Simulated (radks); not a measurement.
Isoelectronic series with 15 electrons, all held in the configuration [Ne] 3s2 3p3, which need not be the ground one along the series. Method: scalar-relativistic Kohn-Sham, PBEsol, spin-polarised, spherical densities, finite nucleus; open shells are filled with parallel spins first (spin-orbit coupling, left out, can overturn this in heavy ions); Fermi nuclear charge, rms radius of each element as measured or else 0.836 A^(1/3) + 0.57 fm; computed with a radial shooting solver on a logarithmic mesh with Libxc functionals. Total energies (hartree) and mean radii <r> (bohr) (* marks an orbital that is empty in some or all of the ions):

ion,E (hartree),3p down*,3p up,3s down,3s up
P,-341.38082,2.467,2.326,1.907,1.893
Ca5+,-671.38302,1.127,1.114,1.075,1.067
Mn10+,-1118.30064,0.7619,0.7570,0.7570,0.7531
Zn15+,-1683.57640,0.5785,0.5759,0.5854,0.5830
Br20+,-2369.29890,0.4667,0.4651,0.4769,0.4752
Zr25+,-3178.10436,0.3910,0.3899,0.4017,0.4005
Rh30+,-4113.19451,0.3362,0.3354,0.3463,0.3455
Sn35+,-5178.40829,0.2946,0.2940,0.3037,0.3031
Cs40+,-6378.2921,0.2619,0.2614,0.2698,0.2693
Nd45+,-7718.2208,0.2354,0.2351,0.2422,0.2418
Tb50+,-9204.5095,0.2136,0.2133,0.2191,0.2188
Yb55+,-10844.5723,0.1952,0.1949,0.1995,0.1992
Re60+,-12647.3974,0.1795,0.1793,0.1826,0.1824
